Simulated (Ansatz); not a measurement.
C2H6FNSi can be A, `CN1[SiH2]C1F`, or B, `C[SiH](F)C=N`.

Isolated molecules relaxed with PBE0-D4/def2-TZVP in Ansatz; ΔE leaves out vibrations. CCSD(T)/CBS adds triple-zeta CCSD(T) − MP2 to the extrapolated MP2 energy (def2 sets, frozen cores). Functionals use def2-TZVPP. One conformer a species, not always the lowest.

Task: Which is lower in electronic energy at CCSD(T)/CBS, and by how much? (Estimate.)

Result: Computed: B, by 286.2 kJ/mol.

Task: Give E(B) − E(A) in kJ/mol with PBE0-D4, HF/def2-TZVPP, PBE-D4, ωB97M-V, MP2/def2-TZVPP, r2SCAN-D4, CCSD(T)/def2-TZVPP. (An estimate is asked.)

Result: Computed: PBE0-D4 -254.7, HF/def2-TZVPP -302.5, PBE-D4 -249.5, ωB97M-V -273.0, MP2/def2-TZVPP -281.9, r2SCAN-D4 -267.6, CCSD(T)/def2-TZVPP -285.3. None reverses the order clearly.

Largest T1 diagnostic: 0.013.

In def2-TZVPP, CCSD(T) changes the Hartree–Fock value by +17.2 kJ/mol (the triples alone add +2.0 kJ/mol) and MP2 by +20.7 kJ/mol. From PBE to PBE0 (25 % exact exchange), in def2-TZVPP and without D4, E(B) − E(A) moves by −5.1 kJ/mol.
